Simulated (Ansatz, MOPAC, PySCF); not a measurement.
Species: TeCl, net charge 0, doublet state. SMILES: Cl[Te]
Coordinates optimised at B3LYP-D3(BJ)/def2-TZVP (Ansatz, a quantum-chemistry and plane-wave program):
```
Te
Cl 1 2.3399
```
Charge 0, spin multiplicity 2.

Unscaled harmonic wavenumbers (cm⁻¹) in rising order, each level at the stationary point that it reaches from this structure (no distance between atoms moves by over 0.3 Å); the order of modes can differ between levels, and a negative number is imaginary. B3LYP-D3(BJ)/def2-TZVP (PySCF, at the structure above): 374.

AM1 (MOPAC): 74. Zero-point energy 0.1 against 0.5 kcal/mol.

HF/3-21G (Ansatz): 334. Zero-point energy 0.5 against 0.5 kcal/mol.
